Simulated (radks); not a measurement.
The numbers below are computed, except where a source is named.
Q: Level of theory: non-relativistic Kohn-Sham, BLYP, spin-polarised, spherical densities, point nucleus; open shells are filled with parallel spins first (a radial shooting solver on a logarithmic mesh with Libxc functionals). Each species is in its NIST ground configuration. Rank Li, O, N, C, F, Be, Ne, B by mean radius of the outermost orbital (bohr), largest first.

A: Li 3.77, Be 2.61, B 2.25, C 1.74, N 1.43, O 1.34, F 1.13, Ne 0.983.
